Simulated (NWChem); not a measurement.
System: CH$_{3}$FGe, singlet; SMILES [Ge]([F])[CH3]

```xyz
6

Ge     0.4665     0.0859     0.0000
F     -0.8333     1.2796     0.0000
C     -0.7397    -1.4891     0.0000
H     -0.1971    -2.4464     0.0000
H     -1.3962    -1.4416    -0.8862
H     -1.3962    -1.4416     0.8862
```
Atoms are numbered in this order, from 1.

Low-valent species are run as closed-shell singlets; no triplet was tried in these runs. Structure relaxed at the PBE0/def2-SVP level.

Symmetry labels are those of Cs in the frame above (b1 and b2, or b-type labels, depend on it).

Q: List the 4 lowest vertical singlet excitations from B3LYP/def2-SVPD, full TDDFT (NWChem).

A: 
| state | energy (eV) | oscillator strength | symmetry | leading excitation (squared amplitude) |
|---|---|---|---|---|
| S1 | 3.11 | 0.021 | a" | HOMO → LUMO (1.00) |
| S2 | 5.87 | 0.088 | a' | HOMO → LUMO+1 (0.93) |
| S3 | 6.39 | 0.041 | a' | HOMO → LUMO+2 (0.96) |
| S4 | 6.47 | 0.022 | a" | HOMO−1 → LUMO (0.94) |
